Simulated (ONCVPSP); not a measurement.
# W (Z = 74), ONCV: configuration errors across variants

| Quantity | Value |
| --- | --- |
| Element | W |
| Generator | ONCVPSP 4.0.1 |
| Type | optimised norm-conserving Vanderbilt (ONCV) |
| Functional | LDA (Perdew-Wang 92) |
| Relativity | scalar-relativistic |
| Frozen core | [Kr] 4d10 4f14 |
| Valence charge | 14 |
| Reference configuration | 5s2 5p6 5d4.5 6s1.5 |
| Partial waves | 5s+6s: rc 1.95 bohr, ncon 3, nbas 7, qcut 5.2 1/bohr, 2 projectors; 5p: rc 1.30 bohr, ncon 3, nbas 6, qcut 7.6 1/bohr, 2 projectors, debl 3.9 Ha; 5d: rc 2.65 bohr, ncon 4, nbas 9, qcut 4.7 1/bohr, 2 projectors, debl 2.7 Ha |
| Local potential | polynomial inside 1.20 bohr (lpopt 5, dvloc0 1 Ha) |
| Core correction | none |

All-electron excitation energies from the reference (eV): (1) 5s2 5p6 5d4 6s2 -0.694; (2) 5s2 5p6 5d4 6s1 8.431; (3) 5s2 5p6 5d4 6s0 24.450; (4) 5s2 5p6 5d4 6s0 6p2 8.740.

Errors AE − PS in meV (a dash: test not solved or not reliable):

```csv
change,(1),(2),(3),(4),bound ghosts,GHOST(+) flags above zero
base,+5.7,-0.5,-12,-0.4,none,s
d: debl 0.25,+5.8,+0.2,-9.7,+0.5,none,"s, d"
"all radii scaled by about 0.91 (s 1.78, p 1.18, d 2.42 bohr); local potential polynomial inside 1.10 bohr (lpopt 5, dvloc0 1 Ha)",+3.9,-0.7,-8.4,-0.2,none,"s, p"
```

(1) Give the same row for: s: rc 1.5.

Results:

(1) +6.1, -0.7, -11, +0.4; bound ghosts: none; GHOST(+) flags above zero: s.
